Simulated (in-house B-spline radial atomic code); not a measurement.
## Ionising Ba⁺ with different functionals

Computed with a radial B-spline atomic code at the basis-set limit: four-component Dirac-Coulomb Hamiltonian, Fermi nucleus of rms radius 4.8378 fm, spin-restricted, spherical fractional occupations for the functionals, and exact exchange of hybrids averaged over the configuration. The ionisation energy is the difference of two self-consistent energies, [Xe] 6s1 → [Kr] 4d10 5s2 5p6, without Breit or QED terms; ε is the level of the shell that loses the electron (mean over j).

| method | rung | ΔSCF (eV) | -ε(6s) (eV) |
| --- | --- | --- | --- |
| PBE0 | global hybrid | 9.90 | 8.18 |
| BHandHLYP | global hybrid | 10.00 | 8.79 |
| LC-wPBE | range-separated hybrid | 9.72 | 9.78 |
| wB97X | range-separated hybrid | 9.86 | 10.05 |

Among the functionals, which spreads more, the ΔSCF values or the orbital energies?

The orbital energies: ΔSCF values span about 0.28 eV and the orbital energies 1.87 eV; here energy differences depend much less on the functional than eigenvalues do.

How do they compare with the NIST value?

NIST lists 10.004 eV (measured, ground level to ground level). Errors run from -0.28 to +0.00 eV; BHandHLYP is closest (+0.00 eV), but part of that can be cancellation, since the calculations leave out Breit-QED terms, spin polarisation.
